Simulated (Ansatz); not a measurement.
A made-up structure of BHSeSO, closed shell:

```json
{"atom": "S1", "x (Å)": "-0.8293", "y (Å)": "-1.7589", "z (Å)": "1.6585"}
{"atom": "B2", "x (Å)": "-0.1893", "y (Å)": "-0.9995", "z (Å)": "0.3807"}
{"atom": "O3", "x (Å)": "0.3099", "y (Å)": "-0.4292", "z (Å)": "-0.6931"}
{"atom": "Se4", "x (Å)": "0.9995", "y (Å)": "1.2618", "z (Å)": "-0.5447"}
{"atom": "H5", "x (Å)": "-1.2156", "y (Å)": "-2.8312", "z (Å)": "2.4005"}
```

It is relaxed with PBE-D4/def2-SVP and then PBE0-D4/def2-TZVP (Ansatz 0.2.0). Atoms count as bonded within 1.22 times the sum of their covalent radii (H–H: 0.88 Å). The end point is not checked to be a true minimum.

(1) Does its bonding change? (A judgement: the text doesn't fix the answer.)

## Answers

(1) By the calculation: Yes. Formed: B2–Se4; broken: none.

Where it ends: The first stage lowers the energy by 3.52 eV in 12 steps. It ends as BHSeSO ([SH][B]1[O][Se]1):
S1  (-0.921, -1.328, 1.994)
B2  (-0.104, -0.674, 0.567)
O3  (0.415, -1.045, -0.592)
Se4  (0.589, 0.889, -0.319)
H5  (-0.905, -2.600, 1.553)
(Å)

Labels in which every atom is bracketed show which atoms are joined, not bond orders.

For scale, one of the runs: PBE0-D4/def2-TZVP relaxation, 153 basis functions, launched by `ansatz run in.yaml --threads 2 --pin off --events-out ev --progress --plain --max-ram 4352MiB`. Hardware: 2 CPU threads of an Arm Neoverse V2, shared host. Wall time about 26 s.
